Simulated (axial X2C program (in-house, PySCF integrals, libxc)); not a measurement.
Results of a calculation; reference values are marked as such.
**GaHf: input and output**

Program: an in-house all-electron X2C program for linear molecules (integrals from PySCF).

Input file and command:
```json
{
 "zs": [
  72,
  31
 ],
 "q": 0,
 "bas": [
  "dyall-cv3z",
  "dyall-cv3z"
 ],
 "levels": [
  "PBE0",
  "HF",
  "M06"
 ],
 "cc": true,
 "r0": 2.76,
 "thr": -1.0,
 "nmax": 90,
 "npts": 10,
 "nst": 2,
 "ntry": 6
}
```
```bash
python so2c.py task.json out
```

Keys: zs atomic numbers; q charge; bas basis sets; levels methods; cc coupled cluster on or off; r0 starting distance in Å; thr threshold in hartree for freezing inner shells (an s shell follows its p shell); nmax most natural virtual spinors; npts points on the curve; nst determinants followed; ntry starts of the search. HF also brings MP2.

Output of the HF step, without spin–orbit coupling, at R = 2.627 Å for the state M_S = 3/2, Λ = 0. It starts from PBE0 orbitals of this distance.

```
spin-free X2C-1e  HF
basis functions 293  fitting functions 1539  grid points 5804
iter        total energy     max residual
   1     -17015.769490809     6.12e-01
   2     -17015.831222014     3.32e-02
   3     -17015.833080235     4.35e-02
   4     -17015.840583648     2.51e-03
   5     -17015.842150959     2.56e-03
   6     -17015.843012839     2.26e-03
   7     -17015.844552824     1.75e-03
   8     -17015.845451638     1.13e-03
   9     -17015.845695929     7.36e-04
  10     -17015.845793896     3.30e-04
  11     -17015.845814248     1.45e-04
  12     -17015.845820306     1.21e-04
  13     -17015.845823765     8.08e-05
  14     -17015.845825500     5.17e-05
  15     -17015.845826376     3.58e-05
  16     -17015.845826799     2.12e-05
  17     -17015.845826907     8.67e-06
  18     -17015.845826920     3.26e-06
  19     -17015.845826921     1.39e-06
converged
one-electron -24306.30852257  Coulomb 7223.39242697  exact exchange -382.53899465  xc functional 0.00000000  nuclear repulsion 449.60926333
correlated 7  virtual 379  natural virtual 89  E(MP2) -0.107147419  MP2 remainder -0.004969298
iter   CCSD correlation   residual
   1     -0.117682236   1.58e-01
   2     -0.127481733   8.67e-02
   3     -0.130259418   4.43e-02
   4     -0.132095398   2.64e-02
   5     -0.132752487   1.22e-02
   6     -0.132860498   4.79e-03
   7     -0.132922059   2.02e-03
   8     -0.132912974   8.22e-04
   9     -0.132910893   3.77e-04
  10     -0.132911217   1.65e-04
  11     -0.132912371   8.43e-05
  12     -0.132912854   3.98e-05
  13     -0.132913113   2.12e-05
  14     -0.132913306   1.18e-05
  15     -0.132913570   7.19e-06
  16     -0.132913792   4.12e-06
  17     -0.132913867   1.96e-06
  18     -0.132913883   9.72e-07
(T) -0.009285803  T1 0.1045  D1 0.1850  max T2 0.086
```
Energies are in hartree; totals compare only within one Hamiltonian and basis. T1 is large, a sign of multireference character or of a spin-contaminated reference. T1 in the output is the amplitude norm over the root of the electron number; divide by √2 for the Lee–Taylor value. The determinant is spin-polarised beyond a pure state at some levels (its spin-free form has ⟨S²⟩ too high), which makes Re and μ there less reliable.
